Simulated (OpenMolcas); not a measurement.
Re6+ (d1) among equal point charges was computed by CASSCF with the d shell active (OpenMolcas, ANO-RCC-VTZP on the metal). Its lowest spin-free states, and all those of the highest spin:

| 2S+1 | Degeneracy | E (cm-1) |
| --- | --- | --- |
| 2 | 1 | 0.0 |
| 2 | 2 | 985.6 |
| 2 | 1 | 5911 |
| 2 | 1 | 8980 |

Task: Is the site octahedral, tetrahedral or cube-like, axial, or of lower symmetry?

Result: The states with 2S+1 = 2 have orbital degeneracies 1, 2, 1, 1. There are pairs but no triples, so the site is axial: not cubic, but with a proper or improper axis of order three or more. The run had Re6+ among 4 point charges of -0.75 e arranged as a square (D4h), 2.06 Å from the ion.

Spin-orbit coupling mixes the spin-free states strongly: the lowest level takes only 56 % from its leading state, 2E, which lies 986 cm-1 above the lowest spin-free state. Point charges carry no covalency, so the field is a model and not that of real ligands. No measured value stands beside these numbers.
